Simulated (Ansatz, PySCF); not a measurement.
Gas-phase reaction in SMILES: CS (CH4S) [methanethiol] → [CH3] (CH3) + [SH] (HS) (the C-S bond at the site shown breaks; other sites are not compared here)
Structures are relaxed separately at B3LYP-D3(BJ)/def2-TZVP in Ansatz (a quantum-chemistry and plane-wave program).

Property: bond dissociation energy (enthalpy at 298 K, with B3LYP-D3(BJ) rigid-rotor harmonic-oscillator terms from PySCF), in kcal/mol. Correlated levels leave the core frozen unless marked. Open shells are spin-unrestricted. Spin-orbit coupling is left out. Non-relativistic. CBS marks a two-point X^-3 extrapolation of the correlation energy; Hartree-Fock from the larger set.

| level | program | bond dissociation energy (kcal/mol) | minus last row |
|---|---|---|---|
| RI-HF/aug-cc-pV(Q+d)Z | Ansatz | 42.4 | -32.7 |
| PBE/def2-TZVPD | Ansatz | 75.8 | 0.7 |
| BLYP-D3(BJ)/def2-TZVPD | Ansatz + dftd3 | 71.1 | -4.0 |
| B3LYP-D4/def2-TZVPD | Ansatz + dftd4 | 70.9 | -4.2 |
| PBE0/def2-TZVP | Ansatz | 73.5 | -1.6 |
| CCSD(T)/cc-pV(D+d)Z | Ansatz | 68.1 | -7.0 |
| CCSD(T)/def2-SVP | Ansatz | 68.0 | -7.1 |
| CCSD(T)/cc-pV(T+d)Z | Ansatz | 71.8 | -3.3 |
| CCSD(T)/def2-TZVPPD | Ansatz | 72.2 | -2.9 |
| CCSD(T)/CBS(cc-pV(T+d)Z,cc-pV(Q+d)Z) | Ansatz | 75.1 | 0.0 |
